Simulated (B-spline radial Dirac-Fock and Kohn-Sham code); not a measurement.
**Core-level shifts of iron with charge state**

The computed values come from a radial atomic solver: Dirac-Fock energy differences between relaxed states, corrected for Breit and QED terms. Each ion is free and in its tabulated ground configuration. The model has no electron correlation.

Reference: Fe, [Ar] 3d6 4s2, with 2s 862.1 eV, 2p1/2 734.6 eV, 3s 110.0 eV, 3p1/2 70.75 eV, 3p3/2 69.25 eV, Kα1 (K-L3) 6401.8 eV, Kβ1 (K-M3) 7054.9 eV. Shifts from it, in eV (a dash: the subshell is empty, belongs to an open shell averaged over j, or its hole state is left out as unreliable):

```
 ion  configuration     2s  2p1/2     3s  3p1/2  3p3/2    Kα1    Kβ1
 Fe⁺   [Ar] 3d6 4s1   +9.3   +9.4      –   +9.4   +9.4  +0.09  +0.16
Fe²⁺       [Ar] 3d6  +20.2  +20.4  +19.9  +20.1  +20.1  +0.35  +0.57
Fe³⁺       [Ar] 3d5  +42.7  +42.8  +39.9  +39.5  +39.5  -0.36  +2.98
Fe⁴⁺       [Ar] 3d4  +68.5  +68.4  +62.0  +61.0  +60.9  -1.12  +6.44
```

Over this range L1 (2s) moves by +68.5 eV and Kα1 by -1.1 eV: a line is a difference of two levels that shift in the same direction.
